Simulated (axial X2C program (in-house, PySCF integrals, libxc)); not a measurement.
The numbers below are computed, except where a source is named.
**InO⁺: input and output**

Program: an in-house all-electron X2C program for linear molecules (integrals from PySCF).

The run was started with this input:
```json
{"zs": [49, 8], "q": 1, "bas": ["dyall-cv3z", "dyall-av3z"], "levels": ["PBE0", "HF", "B3LYP"], "cc": true, "r0": 1.93, "thr": -1.0, "nmax": 90, "npts": 10, "nst": 2, "ntry": 6}
```
```bash
python so2c.py task.json out
```

Keys: zs atomic numbers; q charge; bas basis sets; levels methods; cc coupled cluster on or off; r0 starting distance in Å; thr threshold in hartree for freezing inner shells (an s shell follows its p shell); nmax most natural virtual spinors; npts points on the curve; nst determinants followed; ntry starts of the search. HF also brings MP2.

Output of the HF step, with spin–orbit coupling, at R = 2.156 Å for the state Ω = 2. It starts from PBE0 orbitals of this distance.

```
two-component X2C + atomic mean field  HF
basis functions 183  fitting functions 933  grid points 5080
iter        total energy     max residual
   1      -5950.463462701     2.05e-01
   2      -5950.491942392     9.49e-03
   3      -5950.494859519     8.08e-03
   4      -5950.496081489     4.94e-03
   5      -5950.496608686     3.04e-03
   6      -5950.496787520     1.34e-03
   7      -5950.496863401     6.72e-04
   8      -5950.496898800     3.00e-04
   9      -5950.496909076     6.12e-05
  10      -5950.496909557     3.10e-05
  11      -5950.496909608     2.51e-05
  12      -5950.496909636     1.97e-05
  13      -5950.496909649     1.44e-05
  14      -5950.496909657     8.60e-06
  15      -5950.496909661     2.20e-06
  16      -5950.496909662     1.05e-06
converged
one-electron -8366.94560260  Coulomb 2490.14881121  exact exchange -166.63374950  xc functional 0.00000000  nuclear repulsion 96.21403835  atomic mean-field constant -3.28040712
correlated 8  virtual 260  natural virtual 90  E(MP2) -0.194643709  MP2 remainder -0.004758952
iter   CCSD correlation   residual
   1     -0.205893700   1.14e-01
   2     -0.214845082   5.80e-02
   3     -0.217181181   3.30e-02
   4     -0.218676104   2.16e-02
   5     -0.219648358   1.04e-02
   6     -0.219874084   4.19e-03
   7     -0.219911282   1.57e-03
   8     -0.219928855   4.75e-04
   9     -0.219924784   1.83e-04
  10     -0.219926685   8.87e-05
  11     -0.219926100   4.21e-05
  12     -0.219926524   1.96e-05
  13     -0.219926633   9.97e-06
  14     -0.219926692   5.39e-06
  15     -0.219926726   3.19e-06
  16     -0.219926720   2.14e-06
(T) -0.006500960  T1 0.0717  D1 0.1850  max T2 0.094
```
Energies are in hartree; totals compare only within one Hamiltonian and basis. T1 is large, a sign of multireference character or of a spin-contaminated reference. T1 in the output is the amplitude norm over the root of the electron number; divide by √2 for the Lee–Taylor value.
